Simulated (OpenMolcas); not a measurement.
Br VI: effect of the active space

- Program: OpenMolcas 26.06
- Method: MS-CASPT2 or its RAS form, IPEA 0.25 Eh, imaginary shift 0.1 Eh
- Basis: ANO-RCC-VTZP
- Scalar Hamiltonian: DKH2, point nucleus
- Spin-orbit coupling: state interaction with AMFI integrals over the reference wave functions, term energies averaged over their components

A. 2 electrons in 4 orbitals (4s 4p); 2S+1 = 3 even, 3 roots; 2S+1 = 1 even, 7 roots; 2S+1 = 3 odd, 3 roots; 2S+1 = 1 odd, 3 roots; closed shells correlated: 3d; CASPT2 step of the order of 1.6 core-seconds
B. 2 electrons in 8 orbitals (4s 4p 5s 5p); 2S+1 = 3 even, 3 roots; 2S+1 = 1 even, 7 roots; 2S+1 = 3 odd, 3 roots; 2S+1 = 1 odd, 3 roots; closed shells correlated: 3d; CASPT2 step of the order of 2.9 core-seconds
C. 2 electrons in 9 orbitals (RAS2 4s 4p; RAS3 4d, at most 2 electrons); 2S+1 = 3 even, 3 roots; 2S+1 = 1 even, 7 roots; 2S+1 = 3 odd, 3 roots; 2S+1 = 1 odd, 3 roots; closed shells correlated: 3d; CASPT2 step of the order of 4 core-seconds

Energies in cm⁻¹ above 4s² ¹S₀, the measured ground level; measured values from Moore, Atomic Energy Levels, vol. II, NSRDS-NBS 35 (1971 reprint of NBS Circular 467, 1952).

| Level | A | B | C | Measured |
| --- | --- | --- | --- | --- |
| 4s² ¹S₀ | 0.0 | 0.0 | 0.0 | 0.0 |
| 4s 4p ³P°₀ | 101090 | 101150 | 100970 | 104316 |
| 4s 4p ³P°₁ | 103050 | 103110 | 102920 | 106431 |
| 4s 4p ³P°₂ | 107460 | 107520 | 107320 | 111336 |
| 4s 4p ¹P°₁ | 154300 | 154150 | 152970 | 151274 |
| 4p² ³P₀ | 242370 | 242400 | 242150 | 244136 |
| 4p² ³P₁ | 245200 | 245200 | 244980 | 247406 |

Deviations, from unrounded energies. A percentage is the sum of absolute deviations over the sum of measured energies, with the sign that they share, or ± where signs differ.

```
           Against measurement  Levels     A     B     C
mean absolute deviation (cm-1)       6  2900  2900  2800
      other configurations (%)       6  ±1.8  ±1.8  ±1.8
```

A, B, C lie about equally close to measurement. The largest miss of C in the table is 4s 4p ³P°₂, by -4000 cm-1. The ranking rests on the paired levels alone, and a cruder setting can come out closer through cancelling errors.

Among A to C the level of the table that moves most is 4s 4p ¹P°₁, by 1300 cm-1 (lowest in C, highest in A). Moves below CASPT2's spread within the term are not significant.

Over all roots computed the reference weight is 0.94 to 0.99 in A, 0.93 to 1.00 in B; the roots of lowest weight are the least certain, and an intruder state may touch them. The ¹D term of p² mixes with s d, which this space lacks (holds for A; B). Active for correlation alone: 5p 5s; no level in the range computed is led by a configuration that fills them, so any true level of that kind is missing (holds for B). Active for correlation alone: 4d; no level in the range computed is led by a configuration that fills it, so any true level of that kind is missing (holds for C). Some terms mix strongly with configurations of 4d, whose occupation reaches 0.18 (4p² ¹D) (holds for C). Computed and measured levels are paired by configuration, term and J; levels that our copy of the source lacks, or whose pairing is in doubt (as where it misses far off the trend of its configuration), stay unpaired and out of the deviations. Levels of configurations outside the active space are missing. The table leaves out levels that lie high or whose names do not pair safely across all columns.

° marks odd parity.
